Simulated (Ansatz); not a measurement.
## Loss of H2: SnH2F2 → SnF2 + H2

Species: SnH2F2 `[F][SnH2][F]`, singlet; SnF2 `[F][Sn][F]`, singlet; H2, singlet. 

Shapes, held fixed at every level: PBE0-D4/def2-TZVP. Programs: Ansatz 0.2.0. The zero-point and thermal change to 298 K, harmonic and unscaled (PBE0-D4/def2-TZVP), is -4.7 kJ/mol.

```csv
level,kind,ΔH(298 K) (kJ/mol),less CCSD(T)/def2-TZVPP
HF/def2-SVP,Hartree–Fock,-18.5,+16.1
HF/def2-TZVPP,Hartree–Fock,-22.2,+12.4
SPW92/def2-TZVPP,LDA,-28.0,+6.6
PBE-D4/def2-TZVPP,GGA,-59.3,-24.7
B3LYP-D4/def2-TZVPP,global hybrid,-63.6,-29.0
wB97X-V/def2-TZVPP,range-separated hybrid,-32.1,+2.5
CCSD/def2-SVP,coupled cluster or CI,-23.9,+10.7
CCSD(T)/def2-TZVPP,coupled cluster or CI,-34.6,0.0
```

The highest level, CCSD(T)/def2-TZVPP, gives ΔH(298 K) = -34.6 kJ/mol; the levels span -63.6 to -18.5. The column of differences is taken from that level and isn't an error. No measured value is set beside it here. For atoms past krypton def2 sets carry core potentials with scalar relativity. Correlated rows may include outer-core shells of Sn, which these sets cover unevenly.
